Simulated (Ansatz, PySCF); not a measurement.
Gas-phase reaction (SMILES): [F][Ga]([F])[Br] + F (HF) -> [F][Ga]([F])[F] + Br (HBr); hydrogen fluoride cleaves one Ga-Br bond, a model of a ligand-exchange step.

Each molecule is optimised on its own at B3LYP-D3(BJ)/def2-TZVP (Ansatz, an electronic-structure program). Correlated levels leave the core frozen unless marked. No spin-orbit coupling. The frozen core is the preceding noble-gas configuration, with the filled d and f shells of earlier blocks. Non-relativistic. CBS marks a two-point X^-3 extrapolation of the correlation energy; Hartree-Fock from the larger set. The bracket is a focal-point correction in the basis named. Thermal terms are rigid-rotor harmonic-oscillator values from B3LYP-D3(BJ) frequencies (Ansatz or PySCF) at 298.15 K and 1 atm. 1 Eh = 627.5095 kcal/mol.

```tsv
species	E, RI-MP2/CBS(aug-cc-pVTZ,aug-cc-pVQZ)+[CCSD(T)-MP2]/aug-cc-pVTZ (Ansatz) (Eh)	E, wB97X-V/def2-TZVPD (Ansatz) (Eh)	H - E (Eh)
[F][Ga]([F])[Br]	-4695.78076	-4698.45012	0.01129
F (HF)	-100.39388	-100.45520	0.01259
[F][Ga]([F])[F]	-2222.87605	-2224.36600	0.01199
Br (HBr)	-2573.28323	-2574.52162	0.00927
```

### Question
Work out ΔE and ΔH at 298.15 K at the first level, then ΔH at the second.

### Answer

1. ΔE = [(-2222.87605) + (-2573.28323)] - [(-4695.78076) + (-100.39388)] = 0.01536 Eh = 9.6 kcal/mol at RI-MP2/CBS(aug-cc-pVTZ,aug-cc-pVQZ)+[CCSD(T)-MP2]/aug-cc-pVTZ.
2. The terms H - E add up to -0.00262 Eh, so ΔH = (0.01536 + (-0.00262))×627.5095 = 8.0 kcal/mol.
3. At wB97X-V/def2-TZVPD the same steps give ΔE = 11.1 and ΔH = 9.5 kcal/mol, a shift of +1.5 from the first level.
4. These values are not checked against measurement here, since the tables used lack a sound gas-phase enthalpy of formation for at least one species.
